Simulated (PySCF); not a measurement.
Species: trifluoroacetamide, C2H2F3NO.
SMILES: `NC(=O)C(F)(F)F`

Torsions of this conformer, `[NH2:1][C:2](=[O:3])[C:4]([F:5])([F:6])[F:7]`: N1–C2–C4–F5 -172°, H–N1–C2–O3 0°, H–N1–C2–O3 -179°.

The closed-shell ground state was solved at several levels (PySCF, density fitting, gas phase, non-relativistic). Geometry: GFN2-xTB; no solvent, vibrations or thermal averaging.

| level | basis functions | total energy (Eh) | HOMO (eV) | LUMO (eV) | gap (eV) | dipole (D) |
| --- | --- | --- | --- | --- | --- | --- |
| CAM-B3LYP/def2-SVPD | 168 | -506.4466 | -10.12 | 0.45 | 10.57 | 3.94 |
| PBE0/def2-SVPD | 168 | -506.0867 | -8.58 | -0.70 | 7.88 | 3.91 |
| PBE0/pcSseg-1 | 129 | -506.3918 | -8.45 | -0.40 | 8.05 | 3.84 |

Task: Estimate the row for B3LYP/pcJ-1, a basis of 209 functions; the other rows only guide the guess.

Result: Total energy -506.9453 Eh, HOMO -8.16 eV, LUMO -0.65 eV, gap 7.51 eV, dipole 3.86 D.

Task: Over all these levels, which gives the widest orbital gap and which the narrowest?

Result: CAM-B3LYP/def2-SVPD (range-separated hybrid) has the widest, 10.57 eV, and B3LYP/pcJ-1 (global hybrid, 20 % exact exchange) the narrowest, 7.51 eV. Functional and basis both differ between the two, so the spread mixes both effects.

Task: How far do the dipole and the HOMO energy spread over the levels?

Result: The dipole runs from 3.84 to 3.94 D (mean 3.89 D) and the HOMO from -10.12 to -8.16 eV.
